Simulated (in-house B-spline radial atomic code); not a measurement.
## Removing one electron from W⁶²⁺

Closed shell [Ne] 3s2. Computed with an all-electron radial atomic-structure program (B-spline basis): Koopmans values of Dirac-Hartree-Fock plus a diagonal self-energy, in second order or with its direct term screened (direct RPA, with the hole-particle interaction, or full time-dependent Hartree-Fock), linearised in energy; no-pair Dirac-Coulomb Hamiltonian, finite nucleus. Shifts add to the Koopmans value (the ΔSCF shift is orbital relaxation alone); the final value takes TDHF screening with Breit and QED.

Command:
```bash
python run_mb.py task.json out
```
Settings (nuclear radius in fm, box in bohr, cutoff in hartree):
```
basis_form          2
Z                   74
core_configuration  [Ne] 3s2
rms_radius          5.3658
mass_number         184
speed_of_light      137.036
box_radius          2.188
lmax                7
intervals           56
virtual_cutoff      21904.0
```

Cost of the run: 3 s on 1 thread of Intel(R) Xeon(R) Platinum 8488C (shared host).

Energies in eV:

```csv
subshell,Koopmans,ΔSCF shift,second order,direct RPA,hole-particle,TDHF,Breit + QED,final
3s1/2,7008.54,-0.237,?,?,?,?,?,?
```

Task: What does the self-energy do to 3s1/2?

Result: It shifts the removal energy by 3.873 eV in second order, 2.943 with direct RPA, 3.487 with the hole-particle term and 3.763 with TDHF screening (quasi-particle weight 0.995); Breit and QED add -11.366 eV. The final value is 7000.94 eV, against 7000 ± 7 eV (NIST, semi-empirical).
